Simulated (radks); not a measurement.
The numbers below are computed, except where a source is named.
Nb3+, configuration [Kr] 4d2. Code: a radial shooting solver on a logarithmic mesh with Libxc functionals. Model: non-relativistic Kohn-Sham, PBEsol, spin-unpolarised, spherical densities, point nucleus; relativity is left out, which matters for an element this heavy. Some entries of the table are withheld. Estimate them.

orbital  occ.  eigenvalue (Ry)  r(max) (bohr)
1s          2        -1350.863        0.02461
2s          2        -187.9176         0.1377
2p          6        -172.8808            (1)
3s          2        -33.14397         0.4066
3p          6        -27.42992            (2)
3d         10        -16.97865         0.3342
4s          2         -6.31606            (3)
4p          6         -4.71121          1.124
4d          2              (4)          1.385

Answer. 
(1) 2p r(max) (bohr): 0.1084
(2) 3p r(max) (bohr): 0.3942
(3) 4s r(max) (bohr): 1.052
(4) 4d eigenvalue (Ry): -2.27597
